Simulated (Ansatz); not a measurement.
C3H6O, SMILES `C=C(C)O` (C–C–O–H torsion 0°) (charge 0, multiplicity 1).

These are r2SCAN/cc-pVTZ // B3LYP-D3(BJ)/def2-TZVP (Ansatz, an electronic-structure program) values and carry that method's errors.

Ansatz 0.2 input:
```yaml
crystal:
  periodic: [false, false, false]
  atoms:
    - { symbol: C, position_ang: [1.345237, 0.138213, -0.121762] }
    - { symbol: C, position_ang: [0.019853, 0.262836, -0.073311] }
    - { symbol: C, position_ang: [-0.938298, -0.823494, 0.284343] }
    - { symbol: O, position_ang: [-0.646145, 1.425419, -0.350642] }
    - { symbol: H, position_ang: [1.817288, -0.804616, 0.107366] }
    - { symbol: H, position_ang: [1.988033, 0.968302, -0.38951] }
    - { symbol: H, position_ang: [-1.530052, -0.53279, 1.155425] }
    - { symbol: H, position_ang: [-1.635644, -0.997331, -0.53843] }
    - { symbol: H, position_ang: [-0.411661, -1.749244, 0.505401] }
    - { symbol: H, position_ang: [-0.008612, 2.112704, -0.57888] }
basis:
  gaussian: { orbitals: cc-pVTZ }
hamiltonian:
  xc: r2scan
```

Output:

```
Functional definition: r2SCAN
1019 factors; their error is unknown
mean field evaluation 1: about -5244.3345 eV, gradient 6.9e1 eV
mean field evaluation 2: about -5239.5484 eV, gradient 8.1e1 eV
mean field evaluation 4: about -5254.3647 eV, gradient 6.1e0 eV
mean field evaluation 8: about -5254.4423 eV, gradient 2.4e-1 eV
mean field evaluation 16: about -5254.4189 eV, gradient 8.6e-5 eV
mean field -5254.41890961 eV, -193.0963333553 hartree, gradient 3.4e-5 eV, S^2 0.000000; 0 other end points of the search recorded, 0 dependent functions left out
reference -5254.41891975 eV, -193.0963337276 hartree; 16, 16 occupied and 188, 188 virtual orbitals, 1019 factors
Total energy: -5254.41891975 eV, -193.0963337276 hartree
```
